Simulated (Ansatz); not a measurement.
System: CoCl₂, charge 0, multiplicity 4. The spin state was set by rule; other spins were not relaxed. SMILES: [Cl][Co][Cl]
Geometry from a B3LYP-D3(BJ)/def2-TZVP (Ansatz, an electronic-structure program) optimisation:
```
Co
Cl 1 2.0986
Cl 1 2.0986 2 180.00
```
Charge 0, spin multiplicity 4.

Computed values are from Ansatz. Cores are frozen in the correlated levels unless marked. UHF or UKS for open shells. No spin-orbit coupling. Frozen are the shells of the preceding noble gas and the d and f shells that filled before the atom's block. No relativistic terms. CBS marks a two-point X^-3 extrapolation of the correlation energy; Hartree-Fock from the larger set. [CCSD(T)-MP2]/basis is that difference in the basis named.

### Question
What is the dipole moment at CCSD(T)/def2-SVPD?

### Answer
0.00 D.

### Question
What is the atomisation energy De at RI-MP2/CBS(def2-TZVPPD,def2-QZVPPD)+[CCSD(T)-MP2]/def2-TZVPPD?

### Answer
181.7 kcal/mol.

### Question
What is the T1 diagnostic at CCSD/def2-TZVPPD?

### Answer
0.029.

### Question
What is the total energy at RI-MP2/CBS(def2-TZVPPD,def2-QZVPPD)+[CCSD(T)-MP2]/def2-TZVPPD?

### Answer
-2301.4132 Eh.
